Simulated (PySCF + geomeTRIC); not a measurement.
Species: CH$_{2}$OSe, SMILES `O=C[SeH]` (O–C–Se–H torsion 180°) (charge 0, multiplicity 1).

### Question
Give a relaxed geometry from TPSSh-D3(BJ)/def2-TZVP (PySCF + geomeTRIC).

### Answer
This is not unique; one that fits is the end point of this relaxation, one of several conformers (outside a Z-matrix the atoms follow the SMILES, hydrogens last).
Z-matrix (Å, degrees):
```
C
O 1 1.1956
H 1 1.1031 2 124.03
Se 1 1.9421 3 112.78 2 -179.98
H 4 1.4696 1 93.22 3 0.02
```
